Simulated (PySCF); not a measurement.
A structure optimised at B3LYP-D3(BJ)/def2-SVP, used in a PySCF frequency run:

```xyz
11

C      2.2084     0.3935     0.9873
C      1.3145     0.2045     0.1925
C      0.2198    -0.0400    -0.7501
C     -1.0353    -0.5485    -0.0780
C     -2.2330     0.0293    -0.1789
H      3.0021     0.5653     1.6891
H     -0.0025     0.8840    -1.3108
H      0.5613    -0.7814    -1.4973
H     -0.9139    -1.4553     0.5256
H     -2.3820     0.9423    -0.7650
H     -3.1109    -0.3881     0.3214
```

Write its SMILES and formula.

C#CCC=C, C₅H₆

What are its rotational constants (standard atomic weights)?

18.990, 2.5523, 2.4282 GHz
